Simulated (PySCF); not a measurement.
C5H4O2, SMILES C=C=C1OC=CO1.

Geometry: TPSSh-D3(BJ)/def2-SVP. This is a generated structure with no PubChem entry under its InChIKey; it may be hypothetical.

Method: TDA-PBE0/def2-SVPD in PySCF.

Vertical excitations. The molecule is in vacuum. State labels are in the subgroup C2v.

Computed UV-visible absorptions:
| state | symmetry | energy (eV) | λ (nm) | f | main pairs |
|---|---|---|---|---|---|
| S1 | A2 | 3.52 | 352 | 0.000 | HOMO→LUMO 98 % |
| S2 | B2 | 5.13 | 242 | 0.040 | HOMO→LUMO+1 94 % |
| S3 | B1 | 5.26 | 236 | 0.016 | HOMO→LUMO+2 97 % |
| S4 | B1 | 5.89 | 210 | 0.007 | HOMO→LUMO+4 96 % |
| S5 | B1 | 6.26 | 198 | 0.003 | HOMO→LUMO+6 94 % |
| S6 | A2 | 6.38 | 194 | 0.000 | HOMO→LUMO+5 99 % |
| S7 | A1 | 6.50 | 191 | 0.419 | HOMO→LUMO+3 86 % |
| S8 | A2 | 6.59 | 188 | 0.000 | HOMO−2→LUMO 97 % |
| S9 | B1 | 7.00 | 177 | 0.032 | HOMO→LUMO+7 95 % |
| S10 | A1 | 7.16 | 173 | 0.081 | HOMO→LUMO+8 97 % |
| T1 | A2 | 3.12 | 397 | 0 | HOMO→LUMO 96 % |
| T2 | B2 | 3.58 | 346 | 0 | HOMO→LUMO+1 85 %, HOMO−2→LUMO+1 13 % |
| T3 | A1 | 4.08 | 304 | 0 | HOMO→LUMO+3 58 %, HOMO−1→LUMO 35 % |
| T4 | A1 | 4.29 | 289 | 0 | HOMO−1→LUMO 63 %, HOMO→LUMO+3 33 % |
Triplets are in the Tamm–Dancoff approximation.
